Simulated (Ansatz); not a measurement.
A nudged elastic band was laid between two geometries of C₂H₆AlIO (11 atoms, charge 0, multiplicity 1).

The calculation used RKS PBE-D4/def2-SVP in Ansatz.

```yaml
movable_images: 5
climbing_image: yes
spring: 5.0 eV/Å²
optimiser: quadratic models (default)
start_path: IDPP
force_threshold: 0.03 eV/Å
iteration_limit: 60
end_points: relaxed
```

First end point:

```xyz
11
Properties=species:S:1:pos:R:3
C -1.611 -0.156 0.283
Al 0.153 0.513 0.888
C 1.567 -0.310 -0.303
O 1.291 -1.056 -1.356
I 1.117 2.365 -0.768
H -1.674 -0.375 -0.806
H -2.400 0.602 0.477
H -1.912 -1.076 0.830
H 0.549 0.811 2.406
H 2.668 -0.172 -0.239
H 0.317 -1.203 -1.391
```

Last end point:

```xyz
11
Properties=species:S:1:pos:R:3
C -1.845 -0.056 0.465
Al 0.017 0.419 0.871
C 1.432 -0.350 -0.348
O 1.134 -1.146 -1.367
I 1.003 2.208 -0.914
H -1.993 -0.253 -0.616
H -2.542 0.757 0.757
H -2.159 -0.966 1.021
H 0.594 0.779 2.322
H 2.521 -0.164 -0.211
H 1.902 -1.285 -1.961
```

Task: Which bonds break or form, and what moves?

Result: No bond is made or broken. The dihedral Al2–C3–O4–H11 goes from -6 to 169°.

Task: What energy profile does the band end with?

Result: The forces met the threshold. The highest image is number 3 of 0 to 6, 62.8 kJ/mol above the first end and 51.0 kJ/mol above the last; the last end lies 11.8 kJ/mol above the first. A vibrational analysis at the climbing image gives one clearly imaginary mode, 733i cm⁻¹: a first-order saddle point.

```tsv
image	path coordinate (Å)	energy (kJ/mol)	dihedral Al2–C3–O4–H11 (°)
0	0.00	0.0	-6
1	0.59	1.7	-1
2	1.17	18.6	28
3	1.76	62.8	94
4	2.24	34.1	136
5	2.72	13.9	162
6	3.20	11.8	169
```

Task: What is the geometry of the highest image?

Result: 
```xyz
11
Properties=species:S:1:pos:R:3
C -1.719 -0.248 0.597
Al 0.131 0.301 0.952
C 1.506 -0.170 -0.425
O 1.241 -1.091 -1.417
I 1.006 2.057 -1.100
H -1.855 -0.593 -0.448
H -2.435 0.580 0.780
H -2.018 -1.084 1.266
H 0.678 0.908 2.329
H 2.604 -0.035 -0.272
H 0.926 -0.684 -2.242
```

Task: What are the harmonic wavenumbers there?

Result: 733i, 78, 84, 111, 150, 196, 307, 390, 443, 519, 562, 643, 668, 728, 887, 989, 1163, 1201, 1290, 1374, 1376, 1872, 2954, 2966, 3056, 3074, 3744 cm⁻¹.

The band took 11 iterations and about 5 core-minutes.

The run took 2.5 min on 2 threads of Arm Neoverse V1, on a shared host, peak memory 0.16 GiB.
